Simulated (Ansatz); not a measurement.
`CSBO[SiH3]` + `OCO` → `BO[SiH3]` + `CSC(O)O`  (formal exchange of groups at a B–S bond)

Computed with Ansatz on PBE0-D4/def2-TZVP structures; ΔE is electronic, products minus reactants. CBS: MP2 limit from def2 TZ/QZ plus the TZ coupled-cluster correction, frozen cores. This one scheme is used for every species. DFT in def2-TZVPP. B3LYP here is the variant with VWN-RPA as its local correlation; programs differ in this. Each species was taken in one conformer, which may not be the lowest.

```tsv
level	ΔE (kJ/mol)	difference from CCSD(T)/CBS
PBE-D4	119.3	3.6
r2SCAN-D4	119.9	4.2
PBE0-D4	120.2	4.5
B3LYP-D4	117.1	1.4
ωB97X-V	112.4	-3.3
ωB97M-V	112.8	-2.9
B2PLYP	116.9	1.2
PBE	119.2	3.5
r2SCAN	119.8	4.1
PBE0	120.0	4.3
B3LYP	116.9	1.2
HF/def2-TZVPP	114.8	-0.9
MP2/def2-TZVPP	118.0	2.3
SCS-MP2/def2-TZVPP	115.1	-0.6
CCSD/def2-TZVPP	116.8	1.1
CCSD(T)/def2-TZVPP	116.9	1.2
HF/def2-QZVPP	114.2	-1.5
MP2/def2-QZVPP	117.1	1.4
SCS-MP2/def2-QZVPP	114.5	-1.2
HF/CBS(def2)	114.1	-1.6
MP2/CBS(def2)	116.8	1.1
CCSD/CBS(def2)	115.7	0.0
CCSD(T)/CBS	115.7	0
```

Largest T1 diagnostic among the species: 0.013.
